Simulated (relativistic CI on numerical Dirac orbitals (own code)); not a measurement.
# d1 to d9 in one octahedral field

Computed with a parametric ligand-field model without spin-orbit coupling, by exact diagonalisation: B = 870, C = 4090, 10Dq = 24600 cm⁻¹ (Oh; |10Dq|/B = 28.3) for every shell. Energies in cm⁻¹; the field energy is (0.6 n_e − 0.4 n_t2) × 10Dq of the ground term; g labels are left out.

```tsv
Shell	Ground term	Electrons in e	Field energy	First spin-allowed bands	Lowest term of other spin
d1	2T2	0.000	-9840	2E 24600	
d2	3T1	0.024	-19088	3T2 22810, 3T1 34069	1T2 13843
d3	4A2	0.000	-29520	4T2 24600, 4T1 33548	2E 18782
d4	3T1	0.040	-38380	3E 21157, 3T1 22240	5E 409
d5	6A1	2.000	0	none	2T2 1879
d6	1A1	0.053	-57728	1T1 22059, 1T2 33040	3T1 13288
d7	?	?	?	?	?
d8	3A2	2.000	-29520	3T2 24600, 3T1 33548	1E 14959
d9	2E	3.000	-14760	2T2 24600
```

(1) Fill in the row of d7.

Answers

(1) Ground term: 2E; Electrons in e: 1.040; Field energy: -43308; First spin-allowed bands: 2T1 21851, 2T2 22743; Lowest term of other spin: 4T1 5422. Low spin: d4, d6, d7; the other shells keep the spin of the free ion. Only d4 to d7 can choose; the field needed to pair spins is smallest for d6 and largest for d5, which loses most exchange energy. In the strong-field picture 10Dq must exceed about 6B + 5C = 25670 (d4), 7.5B + 5C = 26975 (d5), 2.5B + 4C = 18535 (d6) and 4B + 4C = 19840 (d7); mixing of terms shifts these bounds somewhat.
